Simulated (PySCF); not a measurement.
## Boron: a sound run and one with changed settings

Sound run: B²⁺ [He] 2s1, B³⁺ 1s2. Calculation: PySCF 2.14, in cc-pVDZ-DK; the spin-free X2C one-electron Hamiltonian (Gaussian nucleus). The sound run starts from symmetry-adapted Hartree-Fock orbitals and uses a fine grid where one is needed.

Changed run: initial guess 1e, at most 50 SCF cycles, level shift 10.0 hartree.

```
species  method  sound run (hartree)  changed run (hartree)  converged
    B²⁺     UHF            -23.37800              -23.37800         no
    B²⁺   B3LYP            -23.43507              -23.43506         no
    B²⁺    TPSS            -23.44180              -23.44180         no
    B³⁺     UHF            -21.99163              -21.99163        yes
    B³⁺   B3LYP            -22.02621              -22.02621        yes
    B³⁺    TPSS            -22.04330              -22.04330        yes
```

A level shift slows the SCF but leaves a converged energy unchanged.
